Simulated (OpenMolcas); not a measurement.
**Tc III: effect of the basis set**

```json
{"Program": "OpenMolcas", "Method": "SS-CASPT2, IPEA 0.25 Eh, imaginary shift 0.1 Eh (closed shells correlated: 4s 4p)", "Active space": "5 electrons in 6 orbitals (4d 5s)", "State averaging": "2S+1 = 6 even, 6 roots; 2S+1 = 4 even, 64 roots kept (CI in the orbitals of an earlier block); 2S+1 = 2 even, 145 roots kept (CI in the orbitals of an earlier block, 128 in the spin-orbit step)", "Spin-orbit coupling": "state interaction with AMFI integrals over the reference wave functions, term energies averaged over their components"}
```

A. ANO-R1 [6s4p3d1f], X2C, finite nucleus; CASPT2 step of the order of 40 core-seconds
B. ANO-RCC-VDZP [6s5p3d1f], DKH2, point nucleus; CASPT2 step roughly 30 core-seconds
C. ANO-R2 [7s5p4d2f1g], X2C, finite nucleus; CASPT2 step of the order of 80 core-seconds
D. ANO-RCC-VTZP [7s6p4d2f1g], DKH2, point nucleus; CASPT2 step roughly 50 core-seconds
E. ANO-R3 [8s6p5d3f2g1h], X2C, finite nucleus; CASPT2 step about 3 core-minutes
F. ANO-RCC-VQZP [8s7p5d3f2g1h], DKH2, point nucleus; CASPT2 step of the order of 2.3 core-minutes

Energies in cm-1 above 4d5 6S 5/2.

```tsv
Level	A	B	C	D	E	F
4d5 6S 5/2	0.0	0.0	0.0	0.0	0.0	0.0
4d5 4G 5/2	21690	21820	20480	20550	19820	19860
4d5 4G 7/2	21880	22010	20650	20720	19990	20030
4d5 4G 11/2	21950	22080	20710	20780	20060	20090
4d5 4G 9/2	22000	22130	20750	20820	20100	20130
4d5 4P 5/2 [60 %]	23040	23240	22360	22440	21770	21820
4d5 4P 3/2 [63 %]	23350	23550	22670	22750	22090	22140
4d5 4P 1/2	23760	23980	23190	23260	22600	22640
4d5 4D 7/2	25600	25760	24260	24350	23680	23740
4d5 4D 1/2	26030	26190	24800	24900	24230	24280
4d5 4D 3/2 [62 %]	26360	26530	25240	25330	24660	24700
4d5 4D 5/2 [62 %]	26370	26550	25250	25340	24670	24710
4d5 2I 11/2	32490	32570	30760	30780	29640	29710
4d5 2D 5/2(1) [54 %]	32650	32910	31740	31810	30860	30930
4d5 2I 13/2	32920	33000	31150	31170	30020	30090
4d5 2D 3/2(1) [65 %]	33550	33790	32450	32520	31610	31680
4d5 4F 7/2 [56 %]	35060	35240	33550	33610	32710	32790
4d5 4F 9/2	35120	35280	33470	33530	32640	32720
4d5 4F 5/2	35530	35700	33960	34010	33140	33220
4d5 2F 7/2(1) [61 %]	35770	36010	34650	34720	33710	33770
4d5 4F 3/2 [65 %]	36190	36380	34720	34780	33890	33960
4d5 2F 5/2(1) [51 %]	37280	37580	36190	36280	35270	35320
4d5 2G 7/2(1)	39000	39220	37090	37180	36120	36170
4d5 2H 11/2	39580	39770	38140	38220	37020	37080
```

Among A to F the level of the table that moves most is 4d5 2G 7/2(1), by 3100 cm-1 (lowest in E, highest in B). Moves below CASPT2's spread within the term are not significant.

Term energies are means over components that CASPT2 splits; among the terms shown or strongly mixed into the levels shown the widest spread is 330 cm-1 (4d5 2I, D). Some high roots are left out of the spin-orbit mixing, which shifts the levels that they would mix with. Terms from blocks run as CI alone lack orbitals of their own. The CASPT2 spread within a term exceeds the gap to the next term for 4d5 2F(1) and 4d5 4F, so the order of their levels is uncertain, and so are names and mixing where such terms share a J (holds for B). Configurations are named by rounded mean occupations; where the s occupation lies near a half they are strongly mixed, a name can repeat and a true partner stay unpaired (holds for C; D; E; F). Levels of configurations outside the active space are missing. The table leaves out levels that lie high or whose names do not pair safely across all columns.

A share in square brackets marks a mixed level and gives the weight of the term that names it, the lowest over the columns. A number in round brackets counts repeated terms of one configuration in the order of the reference energies.
